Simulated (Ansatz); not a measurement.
Cost and result for the atomization energy of `C[B]OC` radical (10 atoms, 9 bonds).

```xyz
10

C     1.031    0.026    1.645
B     0.331   -0.418    0.327
O    -0.399    0.394   -0.435
C    -1.029   -0.019   -1.636
H     0.835    1.076    1.888
H     0.702   -0.598    2.481
H     2.112   -0.122    1.565
H    -2.102    0.152   -1.543
H    -0.643    0.585   -2.458
H    -0.839   -1.076   -1.834
```

Charge 0, multiplicity 2. The structure was optimised at the PBE0-D4/def2-TZVP level. It is one conformer, not always the lowest. Program: Ansatz. All runs use 4 threads of an Arm Neoverse V2 on a shared host. Times are those of one run each, without the atoms' runs, and a repeat can differ threefold. Electronic energies, without spin–orbit coupling; frozen cores. CCSD(T)/CBS adds CCSD(T) − MP2 in def2-TZVPP to the MP2 limit, and its time is that of the two runs behind it. T1 = 0.014; ⟨S²⟩ of the reference is 0.75. B3LYP takes the VWN-RPA correlation (the form of Gaussian; ORCA's B3LYP/G). HSE06 is the plane-wave form, built on full-range PBE exchange.

CCSD(T)/CBS is a level of theory with its own doubt, some kJ/mol a heavy atom from the limit and from the frozen cores, so smaller differences don't rank the functionals.

```
                            level  functions  wall time
           LDA (SPW92)/def2-TZVPP        208     0.95 s
               BLYP-D4/def2-TZVPP        208      1.8 s
              HSE06-D4/def2-TZVPP        208      2.3 s
          CAM-B3LYP-D4/def2-TZVPP        208      2.4 s
              BHLYP-D4/def2-TZVPP        208      2.5 s
B3LYP-D4/def2-TZVPP (with forces)        208      2.5 s
            r2SCANh-D4/def2-TZVPP        208      3.8 s
                 CCSD(T)/def2-SVP         86        5 s
                B97M-V/def2-TZVPP        208      6.5 s
 ωB97M-V/def2-TZVPP (with forces)        208        7 s
                   MP2/def2-QZVPP        408       12 s
               CCSD(T)/def2-TZVPP        208    2.3 min
                CCSD(T)/CBS(def2)          –    2.5 min
```

**Question.** What atomization energy does each give, and how far from CCSD(T)/CBS? (An estimate is asked.)

**Answer.** Computed: 
```
                            level  atomization (kcal/mol)  difference from CCSD(T)/CBS  per bond
           LDA (SPW92)/def2-TZVPP                  1048.5                        134.6      15.0
               BLYP-D4/def2-TZVPP                   918.7                          4.8       0.5
              HSE06-D4/def2-TZVPP                   924.3                         10.4       1.2
          CAM-B3LYP-D4/def2-TZVPP                   925.1                         11.2       1.3
              BHLYP-D4/def2-TZVPP                   895.7                        -18.2      -2.0
B3LYP-D4/def2-TZVPP (with forces)                   920.6                          6.7       0.8
            r2SCANh-D4/def2-TZVPP                   920.3                          6.4       0.7
                 CCSD(T)/def2-SVP                   878.4                        -35.5      -3.9
                B97M-V/def2-TZVPP                   920.2                          6.3       0.7
 ωB97M-V/def2-TZVPP (with forces)                   918.7                          4.8       0.5
                   MP2/def2-QZVPP                   920.5                          6.6       0.7
               CCSD(T)/def2-TZVPP                   893.8                        -20.1      -2.2
                CCSD(T)/CBS(def2)                   913.9                          0.0       0.0
```

The D4 term adds +5.0 kcal/mol with B3LYP and +2.6 kcal/mol with PBE0; it sums over pairs of atoms, weighted by their polarisabilities, and B3LYP, whose exchange is more repulsive, gets the larger term. From BLYP to BHLYP (50 % exact exchange), in def2-TZVPP and without D4, the atomization energy moves by −19.3 kcal/mol: exact exchange takes away binding that semilocal exchange gives to molecules. In def2-TZVPP, CCSD(T) changes the Hartree–Fock value by +201.3 kcal/mol (the triples alone add +11.4 kcal/mol) and MP2 by +216.0 kcal/mol; breaking electron pairs costs correlation energy, which Hartree–Fock lacks.
